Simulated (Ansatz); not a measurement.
FGeH (SMILES [F][GeH]) moved off its minimum; all values from Ansatz (a program for electronic structure), cores frozen in correlated methods.
(charge 0, multiplicity 1)
```xyz
3

Ge     0.0062    -0.2576     0.4029
H     -0.8986    -1.0397    -0.7791
F      0.5669     0.8850    -1.0537
```

Problem. Give the forces (eV/Å), the total energy and the dipole at CCSD(T)/aug-cc-pVTZ.

Solution. 
```csv
atom,Fx,Fy,Fz
Ge1,0.178,1.162,-3.124
H2,0.349,0.153,0.953
F3,-0.527,-1.315,2.171
```
Energy -2175.8481 hartree, dipole 3.14 D.
